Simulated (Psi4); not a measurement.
C₂H₅Se₂ (SMILES [CH2][Se][Se]C), doublet, at a GFN2-xTB geometry; Psi4 with HF/pcseg-1.

The Psi4 input:
```
memory 2 GB

molecule mol {
0 2
C     2.308532   -0.061247    0.288123
Se    0.877681   -0.006989   -0.816753
Se   -0.882785    0.339849    0.721176
C    -2.061106   -1.095889    0.080107
H     3.258779    0.252269   -0.099552
H     2.262445   -0.591765    1.221365
H    -3.001066   -1.000311    0.616306
H    -2.225836   -0.974691   -0.987156
H    -1.605355   -2.059927    0.289275
}

set {
  basis pcseg-1
  reference uhf
  basis_guess true
}

energy('scf')
print_variables()
```

What the program printed (banner, timings and long lists left out):

```
  //>>>>>>>>>>>>>>>>>>>>>>>>>>>>>>>>>>>//
  //      Guess SCF, pcseg-0 Basis     //
  //<<<<<<<<<<<<<<<<<<<<<<<<<<<<<<<<<<<//

   => Loading Basis Set <=

    Name: PCSEG-0
    Role: ORBITAL
    Keyword: BASIS

         ---------------------------------------------------------
                           SCF Castup computation
         ---------------------------------------------------------
                                   SCF
               by Justin Turney, Rob Parrish, Andy Simmonett
                          and Daniel G. A. Smith
                              UHF Reference
         ---------------------------------------------------------

  ==> Geometry <==

    Molecular point group: c1
    Full point group: C1

    Geometry (in Angstrom), charge = 0, multiplicity = 2:

       Center              X                  Y                   Z               Mass
    ------------   -----------------  -----------------  -----------------  -----------------
         C            2.301967103724    -0.105227680077     0.299617777248    12.000000000000
         SE           0.871116103724    -0.050969680077    -0.805258222752    79.916521800000
         SE          -0.889349896276     0.295868319923     0.732670777248    79.916521800000
         C           -2.067670896276    -1.139869680077     0.091601777248    12.000000000000
         H            3.252214103724     0.208288319923    -0.088057222752     1.007825032230
         H            2.255880103724    -0.635745680077     1.232859777248     1.007825032230
         H           -3.007630896276    -1.044291680077     0.627800777248     1.007825032230
         H           -2.232400896276    -1.018671680077    -0.975661222752     1.007825032230
         H           -1.611919896276    -2.103907680077     0.300769777248     1.007825032230

  Running in c1 symmetry.

  Rotational constants: A =      0.20264  B =      0.05025  C =      0.04417 [cm^-1]
  Rotational constants: A =   6075.08222  B =   1506.43129  C =   1324.17532 [MHz]
  Nuclear repulsion =  524.167956071142498

  Charge       = 0
  Multiplicity = 2
  Electrons    = 85
  Nalpha       = 43
  Nbeta        = 42

  ==> Algorithm <==

  SCF Algorithm Type is DF.
  DIIS enabled.
  MOM disabled.
  Fractional occupation disabled.
  Guess Type is SAD.
  Energy threshold   = 1.00e-06
  Density threshold  = 1.00e-06
  Integral threshold = 1.00e-12

  ==> Primary Basis <==

  Basis Set: PCSEG-0
    Blend: PCSEG-0
    Number of shells: 40
    Number of basis functions: 72
    Number of Cartesian functions: 74
    Spherical Harmonics?: true
    Max angular momentum: 2

   => Loading Basis Set <=

    Name: (PCSEG-0 AUX)
    Role: JKFIT
    Keyword: DF_BASIS_SCF

  ==> Integral Setup <==

  SCF_SUBTYPE=INCORE selected. In-core MEM_DF algorithm will be used.
  Using in-core AOs.

  ==> MemDFJK: Density-Fitted J/K Matrices <==

    J tasked:                   Yes
    K tasked:                   Yes
    wK tasked:                   No
    Algorithm:                 Core
    Schwarz Cutoff:           1E-12
    Mask sparsity (%):       6.9830
    Fitting Condition:        1E-10

   => Auxiliary Basis Set <=

  Basis Set: (PCSEG-0 AUX)
    Blend: DEF2-UNIVERSAL-JKFIT
    Number of shells: 200
    Number of basis functions: 772
    Number of Cartesian functions: 1020
    Spherical Harmonics?: true
    Max angular momentum: 5

  Minimum eigenvalue in the overlap matrix is 1.4909838491E-02.
  Reciprocal condition number of the overlap matrix is 3.3880405432E-03.
    Using symmetric orthogonalization.

  ==> Pre-Iterations <==

  SCF Guess: Superposition of Atomic Densities via on-the-fly atomic UHF (no occupation information).

   -------------------------
    Irrep   Nso     Nmo
   -------------------------
     A         72      72
   -------------------------
    Total      72      72
   -------------------------

  ==> Iterations <==

                           Total Energy        Delta E     RMS |[F,P]|

   @DF-UHF iter SAD: -4865.97817972469147   -4.86598e+03   0.00000e+00
   @DF-UHF iter   1: -4871.69580241174481   -5.71762e+00   1.32465e-02 DIIS/ADIIS
   @DF-UHF iter   2: -4872.01877259391676   -3.22970e-01   3.79376e-03 DIIS/ADIIS
   @DF-UHF iter   3: -4872.06367937358027   -4.49068e-02   1.17229e-03 DIIS/ADIIS
   @DF-UHF iter   4: -4872.07088001345892   -7.20064e-03   4.54315e-04 DIIS/ADIIS
   @DF-UHF iter   5: -4872.07489029819226   -4.01028e-03   2.36644e-04 DIIS/ADIIS
   @DF-UHF iter   6: -4872.07608978276858   -1.19948e-03   8.63831e-05 DIIS
   @DF-UHF iter   7: -4872.07619860965769   -1.08827e-04   4.89446e-05 DIIS
   @DF-UHF iter   8: -4872.07624879040122   -5.01807e-05   2.22594e-05 DIIS
   @DF-UHF iter   9: -4872.07626471492404   -1.59245e-05   1.07123e-05 DIIS
   @DF-UHF iter  10: -4872.07626812764920   -3.41273e-06   6.27163e-06 DIIS
   @DF-UHF iter  11: -4872.07626945989887   -1.33225e-06   3.40055e-06 DIIS
   @DF-UHF iter  12: -4872.07626988749416   -4.27595e-07   1.79219e-06 DIIS
   @DF-UHF iter  13: -4872.07626999171953   -1.04225e-07   9.89315e-07 DIIS
  Energy and wave function converged.

  ==> Post-Iterations <==

   @Spin Contamination Metric:   2.763004758E-02
   @S^2 Expected:                7.500000000E-01
   @S^2 Observed:                7.776300476E-01
   @S   Expected:                5.000000000E-01
   @S   Observed:                5.000000000E-01

    Orbital Energies [Eh]
    ---------------------

    Alpha Occupied:

[...]
      43A     -0.302926

    Alpha Virtual:

[...]
    Beta Occupied:

[...]
    Beta Virtual:

[...]
    Final Occupation by Irrep:
              A
    DOCC [    42 ]
    SOCC [     1 ]
    NA   [    43 ]
    NB   [    42 ]

  @DF-UHF Final Energy: -4872.07626999171953

   => Energetics <=

    Nuclear Repulsion Energy =            524.1679560711424983
    One-Electron Energy =               -7829.8426726465631873
    Two-Electron Energy =                2433.5984465837009338
    Total Energy =                      -4872.0762699917195278

[...]
         SE          -0.889349896276     0.295868319923     0.732670777248    79.916521800000
         C           -2.067670896276    -1.139869680077     0.091601777248    12.000000000000
         H            3.252214103724     0.208288319923    -0.088057222752     1.007825032230
         H            2.255880103724    -0.635745680077     1.232859777248     1.007825032230
         H           -3.007630896276    -1.044291680077     0.627800777248     1.007825032230
         H           -2.232400896276    -1.018671680077    -0.975661222752     1.007825032230
         H           -1.611919896276    -2.103907680077     0.300769777248     1.007825032230

  Running in c1 symmetry.

  Rotational constants: A =      0.20264  B =      0.05025  C =      0.04417 [cm^-1]
  Rotational constants: A =   6075.08222  B =   1506.43129  C =   1324.17532 [MHz]
  Nuclear repulsion =  524.167956071142498

  Charge       = 0
  Multiplicity = 2
  Electrons    = 85
  Nalpha       = 43
  Nbeta        = 42

  ==> Algorithm <==

  SCF Algorithm Type is DF.
  DIIS enabled.
  MOM disabled.
  Fractional occupation disabled.
  Guess Type is SAD.
  Energy threshold   = 1.00e-06
  Density threshold  = 1.00e-06
  Integral threshold = 1.00e-12

  ==> Primary Basis <==

  Basis Set: PCSEG-1
    Blend: PCSEG-1
    Number of shells: 49
    Number of basis functions: 107
    Number of Cartesian functions: 113
    Spherical Harmonics?: true
    Max angular momentum: 2

   => Loading Basis Set <=

    Name: (PCSEG-1 AUX)
    Role: JKFIT
    Keyword: DF_BASIS_SCF

  Computing basis projection from PCSEG-0 to PCSEG-1

  ==> Integral Setup <==

  SCF_SUBTYPE=INCORE selected. In-core MEM_DF algorithm will be used.
  Using in-core AOs.

  ==> MemDFJK: Density-Fitted J/K Matrices <==

    J tasked:                   Yes
    K tasked:                   Yes
    wK tasked:                   No
    Algorithm:                 Core
    Schwarz Cutoff:           1E-12
    Mask sparsity (%):       6.3761
    Fitting Condition:        1E-10

   => Auxiliary Basis Set <=

  Basis Set: (PCSEG-1 AUX)
    Blend: DEF2-UNIVERSAL-JKFIT
    Number of shells: 200
    Number of basis functions: 772
    Number of Cartesian functions: 1020
    Spherical Harmonics?: true
    Max angular momentum: 5

  Minimum eigenvalue in the overlap matrix is 8.4686862437E-03.
  Reciprocal condition number of the overlap matrix is 1.7247266527E-03.
    Using symmetric orthogonalization.

  ==> Pre-Iterations <==

  SCF Guess: Orbitals guess was supplied from a previous computation.

   -------------------------
    Irrep   Nso     Nmo
   -------------------------
     A        107     107
   -------------------------
    Total     107     107
   -------------------------

  ==> Iterations <==

                           Total Energy        Delta E     RMS |[F,P]|

   @DF-UHF iter   0: -4877.50180711180565   -4.87750e+03   6.75891e-03
   @DF-UHF iter   1: -4877.63194401642249   -1.30137e-01   9.17118e-04 DIIS/ADIIS
   @DF-UHF iter   2: -4877.63770810655478   -5.76409e-03   2.85949e-04 DIIS/ADIIS
   @DF-UHF iter   3: -4877.63835443230073   -6.46326e-04   9.93748e-05 DIIS
   @DF-UHF iter   4: -4877.63847326201812   -1.18830e-04   2.88334e-05 DIIS
   @DF-UHF iter   5: -4877.63849181234764   -1.85503e-05   1.53640e-05 DIIS
   @DF-UHF iter   6: -4877.63849937435225   -7.56200e-06   8.82552e-06 DIIS
   @DF-UHF iter   7: -4877.63850376269147   -4.38834e-06   4.00614e-06 DIIS
   @DF-UHF iter   8: -4877.63850472713784   -9.64446e-07   2.35003e-06 DIIS
   @DF-UHF iter   9: -4877.63850507266488   -3.45527e-07   1.46766e-06 DIIS
   @DF-UHF iter  10: -4877.63850522778102   -1.55116e-07   7.72957e-07 DIIS
  Energy and wave function converged.

  ==> Post-Iterations <==

   @Spin Contamination Metric:   3.177850507E-02
   @S^2 Expected:                7.500000000E-01
   @S^2 Observed:                7.817785051E-01
   @S   Expected:                5.000000000E-01
   @S   Observed:                5.000000000E-01

    Orbital Energies [Eh]
    ---------------------

    Alpha Occupied:

[...]
      43A     -0.294327

    Alpha Virtual:

[...]
     107A      3.577289

    Beta Occupied:

[...]
    Beta Virtual:

[...]
    Final Occupation by Irrep:
              A
    DOCC [    42 ]
    SOCC [     1 ]
    NA   [    43 ]
    NB   [    42 ]

  @DF-UHF Final Energy: -4877.63850522778102

   => Energetics <=

    Nuclear Repulsion Energy =            524.1679560711424983
    One-Electron Energy =               -7838.1491601594780150
    Two-Electron Energy =                2436.3426988605542647
    Total Energy =                      -4877.6385052277810246

  UHF NO Occupations:
  HONO-2 :   41  A 1.9968763
  HONO-1 :   42  A 1.9897271
  HONO-0 :   43  A 1.0000000
  LUNO+0 :   44  A 0.0102729
  LUNO+1 :   45  A 0.0031237
  LUNO+2 :   46  A 0.0010552
  LUNO+3 :   47  A 0.0007476

Computation Completed

Properties will be evaluated at   0.000000,   0.000000,   0.000000 [a0]

Properties computed using the SCF density matrix

 Multipole Moments:

 ------------------------------------------------------------------------------------
     Multipole            Electronic (a.u.)      Nuclear  (a.u.)        Total (a.u.)
 ------------------------------------------------------------------------------------

 L = 1.  Multiply by 2.5417464519 to convert [e a0] to [Debye]
 Dipole X            :          0.9384156           -1.0545223           -0.1161067
 Dipole Y            :          6.5143521           -7.0644743           -0.5501222
 Dipole Z            :         -1.7773785            1.8463684            0.0689899
 Magnitude           :                                                    0.5664581

 ------------------------------------------------------------------------------------

  Variable Map:
  ----------------------------------------------------------------------------
[...]
  Array Variable Map:
  ----------------------------------------------------------------------------
[...]
[...]
```
